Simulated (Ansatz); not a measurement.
A basis-limit estimate, worked out

An elementary step of BNH$_{4}$Cl$_{2}$, singlet (BHCl₂ ([Cl][BH][Cl]) + NH₃ → BNH₂Cl₂ ([NH2][B]([Cl])[Cl]) + H₂; B–H, H–N broken or loosened, B–N, H–H formed or tightened). “Start” and “end” are the PBE0-D4/def2-TZVP structures reached by relaxing down either side of its saddle point, with the molecules still in contact.

Program: Ansatz 0.2.0. Basis: def2-TZVPP and def2-QZVPP. Cores are frozen in the correlated methods.

Energies in eV:

| quantity | end | start |
| --- | --- | --- |
| Hartree–Fock, triple zeta (X = 3) | -27228.52430 | -27228.50105 |
| Hartree–Fock, quadruple zeta (X = 4) | -27229.32691 | -27229.29989 |
| MP2 correlation, X = 3 | -19.59208 | -19.72867 |
| MP2 correlation, X = 4 | -21.29199 | -21.44169 |
| CCSD(T) correlation, X = 3 | -21.70930 | -21.84642 |

(1) Work out the step energy at the basis limit: extrapolate Hartree–Fock as E(X) = E∞ + A exp(−7.88 √X) and the MP2 correlation as E(X) = E∞ + B X^−2.97 (the exponents that Neese and Valeev fitted for def2-TZVPP and QZVPP), then add CCSD(T) − MP2 in triple zeta.

The T1 diagnostic stays at or below 0.011.

Results:

(1) Each step is linear, so take the differences first (end − start): Hartree–Fock -0.02325 (X = 3) and -0.02702 (X = 4); MP2 correlation 0.13659 and 0.14970; CCSD(T) correlation 0.13712.
Two points give E∞ = E(4) + w [E(4) − E(3)], with w = 1/(exp(7.88 (2 − √3)) − 1) = 0.1377 for Hartree–Fock and w = 1/((4/3)^2.97 − 1) = 0.7407 for the correlation.
Hartree–Fock: -0.02702 + 0.1377 × (-0.00377) = -0.0275 eV.
MP2 correlation: 0.14970 + 0.7407 × 0.01311 = 0.1594 eV.
CCSD(T) − MP2: 0.13712 − 0.13659 = 0.0005 eV.
Sum: -0.0275 + 0.1594 + 0.0005 = 0.1324 eV, or 3.05 kcal/mol. Plain CCSD(T) in triple zeta gives 0.1139 eV, so the larger basis shifts the result by 0.0185 eV.

The step is the kind of exchange with an N–H group that builds nitride films in atomic layer and chemical vapour deposition.

Labels in which every atom is bracketed show which atoms are joined, not bond orders.

For scale, one of the runs: CCSD(T)/def2-TZVPP, 202 basis functions, launched by `ansatz run in.yaml --threads 4 --pin off --events-out ev --progress --plain --max-ram 9574MiB`. The run took 39 s on 4 CPU threads of an Arm Neoverse V2 (shared host), with 2.4 GiB of host memory at its peak.
